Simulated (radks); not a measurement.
Values are calculated unless marked as measured or tabulated.
Task: All-electron atom: Pm in [Xe] 4f5 6s2. Code: a radial shooting solver on a logarithmic mesh with Libxc functionals. Model: scalar-relativistic Kohn-Sham, PBE, spin-polarised, spherical densities, finite nucleus; open shells are filled with parallel spins first (spin-orbit coupling, left out, can overturn this in heavy ions); Fermi nuclear charge, rms radius 4.962 fm. Some entries of the table are withheld. Estimate them.

orbital,occ.,eigenvalue (Ry),<r^2> (bohr^2),<1/r> (bohr^-1)
1s up,1,-3308.691,0.0007317,67.42
1s down,1,-3308.691,0.0007317,67.42
2s up,1,-537.9155,0.01156,15.59
2s down,1,-537.9143,0.01156,15.59
2p up,3,-480.3986,0.009261,14.67
2p down,3,-480.3979,0.009261,14.67
3s up,1,-117.2996,0.07758,5.693
3s down,1,-117.1949,0.07749,5.697
3p up,3,-99.23529,0.07766,5.373
3p down,3,-99.13113,0.07754,5.377
3d up,5,-74.45832,0.06573,5.099
3d down,5,-74.37807,0.06559,5.103
4s up,1,-23.39862,0.3970,2.386
4s down,1,-23.12407,0.3966,2.386
4p up,3,-17.47284,0.4486,2.197
4p down,3,-17.19709,0.4483,2.197
4d up,5,-9.10168,0.5502,1.923
4d down,5,-8.82481,0.5509,1.923
5s up,1,-3.13499,2.315,0.9226
5s down,1,-2.96629,2.380,0.9077
5p up,3,-1.71056,(1),0.7764
5p down,3,-1.58339,(2),0.7586
6s up,1,-0.26628,21.34,(3)
6s down,1,-0.25046,22.64,(4)
4f up,5,-0.23214,1.510,1.313

Result: 
(1) 5p up <r^2> (bohr^2): 3.221
(2) 5p down <r^2> (bohr^2): 3.358
(3) 6s up <1/r> (bohr^-1): 0.2890
(4) 6s down <1/r> (bohr^-1): 0.2798
